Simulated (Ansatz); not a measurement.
Computed with Ansatz.

Basis-set series for C$_{4}$H$_{10}$GeO, SMILES `CC(C)(C)[O][GeH]`. Charge 0, multiplicity 1. Geometry: relaxed with PBE0-D4/def2-TZVP.

```xyz
16

C     1.1308   -0.4181   -0.7304
C     0.0403    0.1728    0.1503
C     0.2547    1.6660    0.3363
C    -1.3368   -0.1005   -0.4356
O     0.1246   -0.3933    1.4653
Ge   -0.0211   -2.0636    2.0444
H     1.1135    0.0367   -1.7234
H     0.9876   -1.4948   -0.8479
H     2.1126   -0.2375   -0.2866
H    -0.5118    2.0779    0.9956
H     0.2074    2.1880   -0.6224
H     1.2310    1.8535    0.7874
H    -2.1118    0.3058    0.2184
H    -1.4373    0.3653   -1.4185
H    -1.4980   -1.1749   -0.5512
H    -0.2857   -2.7834    0.6182
```

```tsv
functional	basis	functions	energy (Eh)	HOMO (eV)	LUMO (eV)
PBE0-D4	def2-SVP	152	-2309.71080	-6.65	-2.04
PBE0-D4	def2-QZVPP	674	-2310.29163	-6.74	-2.16
ωB97M-V	def2-SVP	152	-2309.99988	-8.76	-0.04
ωB97M-V	def2-QZVPP	674	-2310.59218	-8.89	-0.29
```

(1) Give the rows for def2-TZVPP. (An estimate is asked.)

## Answers

(1) The calculation gave: 
```tsv
functional	basis	functions	energy (Eh)	HOMO (eV)	LUMO (eV)
PBE0-D4	def2-TZVPP	343	-2310.23327	-6.71	-2.10
ωB97M-V	def2-TZVPP	343	-2310.53545	-8.86	-0.14
```

Scalar relativity is left out up to krypton.
